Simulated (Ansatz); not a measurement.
`CB(C)[SiH2]Cl` + GeH₄ → `C[B](C)[GeH3]` + `[SiH3]Cl`  (formal exchange of groups at a B–Si bond)

Calculated with Ansatz (gas phase, PBE0-D4/def2-TZVP geometries, no zero-point term in ΔE). CBS: MP2 limit from def2 TZ/QZ plus the TZ coupled-cluster correction, frozen cores. This one scheme is used for every species. For Ge outer-core shells are correlated without core-valence functions, which leaves a few kJ/mol of doubt a bond. Scalar relativity is left out up to krypton. Each species was taken in one conformer, which may not be the lowest.

```tsv
species	CCSD(T)/CBS(def2) energy (Eh)
`CB(C)[SiH2]Cl`	-854.62191
GeH₄	-2078.49493
`C[B](C)[GeH3]`	-2182.42384
`[SiH3]Cl`	-750.69636
```

Task: Work out ΔE.

Result: ΔE = (-2182.42384) + (-750.69636) − (-854.62191) − (-2078.49493) = -0.00336 Eh = -0.09 eV.

Largest T1 diagnostic among the species: 0.012.
